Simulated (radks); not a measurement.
Fractional charge and spin in the 4p shell of rubidium: the spin-up occupation runs from 2 to 3 and the spin-down occupation from 2 to 3; the fullest corner is Rb, [Ar] 3d10 4s2 5s(up 0.5, down 0.5) 4p(up 3, down 3). All-electron calculation, scalar-relativistic Kohn-Sham, PBE, spin-polarised, spherical densities, finite nucleus; Fermi nuclear charge, rms radius of each element as measured or else 0.836 A^(1/3) + 0.57 fm. Program: a radial shooting solver on a logarithmic mesh with Libxc functionals. Energy (eV) minus the two flat planes that join the four corners (they meet along the diagonal where the two added fractions sum to one electron); zero is where a piecewise linear energy would lie.

\begin{tabular}{lrrrrr}
down \ up & 2 & 2.25 & 2.5 & 2.75 & 3 \\ \hline
2 & 0.000 & -1.090 & -1.444 & -1.076 & 0.000 \\
2.25 & -1.090 & -1.381 & -0.953 & 0.179 & -0.964 \\
2.5 & -1.444 & -0.953 & 0.239 & -0.849 & -1.271 \\
2.75 & -1.076 & 0.179 & -0.849 & -1.214 & -0.941 \\
3 & 0.000 & -0.964 & -1.271 & -0.941 & 0.000 \\
\end{tabular}

Corners above the fullest one (they belong to Rb+ and the next ion): (up 3, down 2) 20.902 eV, (up 2, down 3) 20.902 eV, (up 2, down 2) 53.652 eV. With half an added electron in each spin the energy lies 0.239 eV from the planes, and with half an added electron in spin up alone -1.444 eV. The planes are only a guide here: the flat-plane condition holds for ground states with one frontier orbital, while this shell lies below other occupied shells, so the corners above the fullest one are inner-hole states and not the ground states of those ions.
